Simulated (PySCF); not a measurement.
C2H6Be, SMILES [CH3][Be][CH3].

Geometry: r2SCAN-D4/def2-TZVP. The isomer is the one that the SMILES or the coordinates give; other isomers of the formula were not compared.

Two levels are set side by side: PBE/def2-TZVPD (PySCF) and CAM-B3LYP/def2-TZVPD (PySCF). Same geometry, gas phase. Differences are taken from unrounded values.

```
quantity                     CAM-B3LYP    PBE  PBE minus CAM-B3LYP
---------------------------  ---------  -----  -------------------
orbital gap (eV)                 10.01   6.18                -3.83
highest occupied level (eV)      -9.52  -6.73                 2.79
lowest empty level (eV)           0.49  -0.55                -1.04
mean polarisability (bohr³)       42.1   44.8                  2.7
```

Without exact exchange PBE keeps part of each electron's self-repulsion, which lifts occupied levels and narrows the gap. PBE's more diffuse valence density responds more strongly to a field. Differences between two approximate levels are no errors against the true value.

Rough cost on one machine, each run with all the roots and properties that it gave: CAM-B3LYP against PBE within a factor of 2.
